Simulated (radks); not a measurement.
Neutral selenium inside a hard spherical wall (all orbitals vanish at R), configuration held at [Ar] 3d10 4s2 4p4 and not refilled when levels cross. Method: non-relativistic Kohn-Sham, PBEsol, spin-polarised, spherical densities, point nucleus; open shells are filled with parallel spins first; computed with a radial shooting solver on a logarithmic mesh with Libxc functionals. Eigenvalues in eV for spin up, with the zero of energy where the potential of the charges vanishes at infinity; a dash marks a level that is unbound or too diffuse for the functional's potential to be trusted. A positive occupied level is held by the wall or, in an anion where self-interaction has pushed it up, behind a barrier. The pressure on the wall is -dE/dV.

R (bohr)  E (hartree)  kinetic (hartree)    e(3p)    e(3d)    e(4s)   e(4p)  e(5s, empty)  e(5p, empty)  pressure (GPa)
free      -2399.57217           2397.951  -151.10  -54.429  -17.334  -7.135             -             -               0
15        -2399.57217           2397.951  -151.10  -54.429  -17.334  -7.135        -0.402             -        < 0.0001
10        -2399.57211           2397.952  -151.09  -54.422  -17.328  -7.130         0.064         1.804         0.00199
8         -2399.57120           2397.961  -151.03  -54.355  -17.273  -7.077         1.023         3.570          0.0494
7         -2399.56827           2397.984  -150.87  -54.200  -17.152  -6.956         2.184         5.456           0.259
6         -2399.55635           2398.067  -150.41  -53.746  -16.812  -6.599         4.543         8.931            1.45
4         -2399.27242           2399.497  -145.36  -48.758  -13.102  -2.220        23.474        32.357            68.1
3         -2398.05405           2404.176  -135.04  -38.638   -3.731   9.257        64.486        77.717             675
2         -2389.59602           2430.616  -103.89   -7.759   43.278  63.361        229.12        247.72           12500
1.5       -2366.81617           2495.995  -57.145   41.627   152.42  179.15        527.62        542.19           90900
